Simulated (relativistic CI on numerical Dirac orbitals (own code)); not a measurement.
**Spin-allowed bands of a d7 ion in an octahedral site, by hand**

Problem. Take Δ = 8460 cm⁻¹ and B = 940 cm⁻¹ for a high-spin d7 ion in an octahedral site. Calculate the three spin-allowed bands.

Working.
1. The terms of highest spin are 4F (energy 0) and 4P (15B = 14100 cm⁻¹). Here the F term splits into A2 at +1.2Δ = 10152, T2 at +0.2Δ = 1692 and T1 at −0.6Δ = -5076 cm⁻¹.
2. The two T1 states mix through the element 0.4Δ: H = [[-5076, 3384], [3384, 14100]], with roots ½(H₁₁ + H₂₂) ∓ ½√[(H₂₂ − H₁₁)² + 4H₁₂²] = ½(9024) ∓ ½(20335) = -5656 and 14680 cm⁻¹.
3. The ground term is 4T1 at -5656 cm⁻¹.
4. Bands: 4T2 7348 cm⁻¹ (1361 nm), 4A2 15808 cm⁻¹ (633 nm), 4T1(P) 20335 cm⁻¹ (492 nm).

Check. Exact diagonalisation of the whole d7 shell with these parameters gives 4T2 7348, 4A2 15808, 4T1 20335 cm⁻¹. The match is exact, since without spin-orbit coupling no other term has this spin. The ratio of the second band to the first, 2.151, depends on Δ/B = 9.0 alone, which is how a Tanabe-Sugano diagram is read.
